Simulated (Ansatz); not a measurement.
A structure drawn as `BC(C)(C)F`, with this starting geometry:

Cartesian coordinates in Å:
```
B 0.6192 -1.3431 0.4659
C 0.1728 0.1185 0.3467
C 0.7204 0.6965 -0.9334
C -1.3181 0.2728 0.3740
F 0.6709 0.8354 1.4403
H 0.3411 -2.2024 -0.3317
H 1.3182 -1.7210 1.3950
H 1.8708 0.7147 -0.9411
H 0.4527 1.7911 -1.0671
H 0.3525 0.1851 -1.8609
H -1.7525 -0.2241 1.2952
H -1.7785 -0.3364 -0.5021
H -1.6694 1.2129 0.3192
```

Total charge 0; spin multiplicity 1.

Q: Does it keep its bonds when Ansatz relaxes it at PBE-D4/def2-SVP and then PBE0-D4/def2-TZVP?

A: Yes, every drawn bond is still there and no new one forms.

Q: Give the relaxed structure. (Estimate.)

A: The calculation gave: 
Z-matrix (Å, degrees):
```
C
C 1 1.523
C 1 1.523 2 111.3
B 1 1.563 2 110.5 3 123.3
F 1 1.409 2 106.6 3 -115.9
H 2 1.091 1 110.9 3 -61.2
H 2 1.092 1 111.3 3 177.9
H 2 1.093 1 109.2 3 58.6
H 3 1.091 1 110.8 2 61.2
H 3 1.093 1 109.2 2 -58.6
H 3 1.092 1 111.3 2 -177.8
H 4 1.196 1 118.2 2 -62.1
H 4 1.193 1 121.4 2 117.8
```
All modes are real.

Atoms count as bonded under 1.1 times the sum of their covalent radii (H–H under 0.85 Å, pairs among N, O and F under 1.55 Å), and a drawn bond as lost past 1.3 times.
